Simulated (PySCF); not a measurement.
PrH3(NH3) at several levels of theory

Computed with PySCF 2.14.0 (density fitting, no spin-orbit coupling) at the geometry relaxed with PBE0:

```xyz
8
PrH3(NH3) (singlet in the valence; each metal's 4f electrons, 2 of them, lie in its core potential, out of spins and levels)
Pr    0.2584   -0.2584    0.2584
H     1.2998    1.2627    1.2998
H    -1.2627   -1.2998    1.2998
H     1.2998   -1.2998   -1.2627
N    -1.2616    1.2616   -1.2616
H    -1.8739    1.8739   -0.7179
H    -0.7179    1.8739   -1.8739
H    -1.8739    0.7179   -1.8739
```

```tsv
level	basis	state	HOMO (eV)	gap (eV)	charge on Pr1 (e)	population of f-type functions on Pr1 (polarisation alone where 4f lies in the core)	dipole about the centre of mass (D)	largest force component (eV/Å)
PBE0	Pr lcecp-1-SVP with ECP48, H def2-SVP, N def2-SVP	singlet	-6.08	5.41	0.61	0.03	6.15	0.00
CAM-B3LYP	the same	singlet	-7.46	7.63	0.59	0.03	6.25	0.07
PBE0	Pr lcecp-1-TZVP with ECP48, H def2-TZVP, N def2-TZVP	singlet	-6.12	5.33	0.81	0.04	6.04	0.22
```

In the lcecp rows the 4f levels are missing from HOMO and gap, and the state counts the valence alone.

Charges are Mulliken's, which hang on the basis. The relaxation used the grid (50, 194), these runs (75, 302) or, all-electron (x2c bases, spin-free X2C Hamiltonian), (99, 590).

Q: What does HF with Pr lcecp-1-SVP with ECP48, H def2-SVP, N def2-SVP give here?

A: state singlet, HOMO (eV) -8.97, gap (eV) 10.54, charge on Pr1 (e) 1.02, population of f-type functions on Pr1 (polarisation alone where 4f lies in the core) 0.04, dipole about the centre of mass (D) 6.36, largest force component (eV/Å) 0.57. Time: 1.4 s on 2 threads of Arm Neoverse V1 (shared host), from an already converged density.

In the first row's basis the gap widens with exact exchange: 5.4 eV for PBE0 (a fixed share); 7.6 to 10.5 eV for CAM-B3LYP, Hartree–Fock (rising or full at long range).

An lcecp potential fixes the number of 4f electrons, so in runs with it no electron can move into or out of that shell.
